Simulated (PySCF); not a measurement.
# Ionisation energy of Cu by level of theory

Cu [Ar] 3d10 4s1 (2S) → Cu⁺ [Ar] 3d10 (1S), as a difference of total energies. All numbers are calculated (PySCF 2.14, scalar relativity by spin-free X2C-1e, in x2c-TZVPall). Correlated levels: valence: [Ar] frozen. The calculations carry no spin-orbit coupling.

```json
{"method": "UHF", "ionisation energy (eV)": "6.598"}
{"method": "B3LYP", "ionisation energy (eV)": "8.268"}
{"method": "M06-L", "ionisation energy (eV)": "8.012"}
{"method": "MP2 (valence)", "ionisation energy (eV)": "7.390"}
{"method": "SCS-MP2 (valence)", "ionisation energy (eV)": "7.262"}
{"method": "CCSD (valence)", "ionisation energy (eV)": "7.274"}
{"method": "CCSD(T) (valence)", "ionisation energy (eV)": "7.388"}
```

Question: How much does correlation contribute at CCSD(T) (valence)?

Answer: 7.388 − (6.598) = 0.790 eV, measured against UHF.

Errors of the correlated levels include the incompleteness of this basis and the frozen core.

For comparison: 7.726 eV (measured; NIST Atomic Spectra Database, ionization energies).
